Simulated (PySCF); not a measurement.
A structure optimised at B3LYP-D3(BJ)/def2-SVP, used in a PySCF frequency run:

```xyz
11

Si     0.3823     0.4189     0.0000
C      1.1741    -0.2664     1.5533
C      1.1741    -0.2664    -1.5533
Cl    -1.6420    -0.1247     0.0000
H      0.4283     1.9078     0.0000
H      2.2384     0.0190     1.6004
H      0.6736     0.1188     2.4552
H      1.1101    -1.3660     1.5684
H      0.6736     0.1188    -2.4552
H      2.2384     0.0190    -1.6004
H      1.1101    -1.3660    -1.5684
```
Charge 0, spin multiplicity 1.

Write its SMILES, formula and point group.

C[SiH](C)Cl, C2H7ClSi, Cs

What are its rotational constants (standard atomic weights)?

5.3288, 3.1605, 2.2407 GHz
